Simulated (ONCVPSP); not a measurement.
**Before and after: ONCV potential for Cr**

ONCVPSP 4.0.1 input, shortened (lines: element, Z, core and valence counts, functional; n l f; lmax; l rc ep ncon nbas qcut; lloc lpopt rc5 dvloc0; l nproj debl; icmod fcfact rcfact), revPBE, fully relativistic:

```
  Cr 24.00    3    3  -102130      upf
    1    0    2.00
    2    0    2.00
    2    1    6.00
    3    0    2.00
    3    1    6.00
    3    2    4.50
    2
    0    1.35    0.00    4    9    7.70
    1    1.45    0.00    4    8   10.80
    2    1.40    0.00    4    9   12.10
    4    5    1.00    1.00
    0    1    2.00
    1    2    0.50
    2    2    2.80
    1    0.60    0.00
```

Open shells are filled in proportion to 2j + 1.

In the p channel the program set the typed energies aside and used -2.153, 0.250 Ha (j = l + 1/2; the other j can differ).

All-electron outer shells of the reference configuration (revPBE, scalar-relativistic, ld1.x):

```json
{"shell": "3s", "level (eV)": "-87.55", "outermost node (bohr)": "0.36", "outermost maximum (bohr)": "0.78"}
{"shell": "3p", "level (eV)": "-58.92", "outermost node (bohr)": "0.33", "outermost maximum (bohr)": "0.80"}
{"shell": "3d", "level (eV)": "-15.78", "outermost node (bohr)": "–", "outermost maximum (bohr)": "0.84"}
```

Change: s: qcut 4.9; p: qcut 6.8; d: qcut 7.6.

Cutoffs: the cutoffs (Ha) at which the residual kinetic energy of the hardest occupied pseudo-wave falls to 1 and 0.1 mHa per electron; they do not see the model core or the augmentation charge, which bear on the density cutoff. Errors are all-electron minus pseudo energies relative to the spin-unpolarised reference configuration.

Predict the effect on cutoff, ghosts and configuration errors.

The potential gets harder (51 Ha and 58 Ha → 104 Ha and 159 Ha); of the 4 tests that both files solve, the error grows in 4 and shrinks in 0 by more than 15 % and 0.3 meV (median size 113.2 → 199.5 meV); neither file shows a bound ghost.

| quantity | base | changed |
| --- | --- | --- |
| cutoff, loose | 51 Ha | 104 Ha |
| cutoff, tight | 58 Ha | 159 Ha |
| loose cutoff by channel | s 23 Ha, p 28 Ha, d 51 Ha | s 34 Ha, p 23 Ha, d 104 Ha |
| bound ghosts | none | none |
| GHOST(+) flags under 300 eV | none | none |
| error for 3s2 3p6 3d5 4s1, meV [ΔE -13.13 eV] | +224 | +395 |
| error for 3s2 3p6 3d5, meV [ΔE -6.34 eV] | +0.4 | +1.2 |
| error for 3s2 3p6 3d4, meV [ΔE 9.60 eV] | +1.9 | +4.5 |
| error for 3s2 3p6 3d4 4s1 4p1, meV [ΔE -9.64 eV] | +329 | +582 |
| s: phases at 1.37 bohr within 0.05 rad from the reference energy up to (Ha; the scan ends near 5) | -0.5 | -0.9 |
| p3/2: phases at 1.47 bohr within 0.05 rad from the reference energy up to (Ha; the scan ends near 5) | to the end of the scan | to the end of the scan |
| p1/2: phases at 1.47 bohr within 0.05 rad from the reference energy up to (Ha; the scan ends near 5) | to the end of the scan | to the end of the scan |
| d5/2: phases at 1.42 bohr within 0.05 rad from the reference energy up to (Ha; the scan ends near 5) | to the end of the scan | to the end of the scan |
| d3/2: phases at 1.42 bohr within 0.05 rad from the reference energy up to (Ha; the scan ends near 5) | to the end of the scan | to the end of the scan |
| rms error of d²Exc/dni dnj with the model core, mHa | 7.28 | 6.75 |
